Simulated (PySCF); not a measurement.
Computed Raman spectrum (relative Raman activity) of a molecule C6H8. The structure is a stationary point at B3LYP-D3(BJ)/def2-SVP. Other conformers were not sampled. Method: B3LYP-D3(BJ)/def2-SVP run with PySCF. No scaling factor is applied to the harmonic values.

```tsv
ν (cm⁻¹)	relative intensity
175	3.3
252	2.3
516	2.7
953	5.6
970	3.9
1090	7.5
1199	3.0
1227	3.2
1238	2.4
1275	2.0
1354	9.6
1459	11
1487	3.3
2223	83
3044	43
3058	42
3067	100
3112	36
3127	42
3133	19
3472	14
```

Q: Which molecule gave these data?
A) C=C[C@@H]1C=CC1
B) C#C[C@@H]1C[C@@H]1C
C) CC#CC1CC1
D) C#CC1CCC1

A: D, C#CC1CCC1
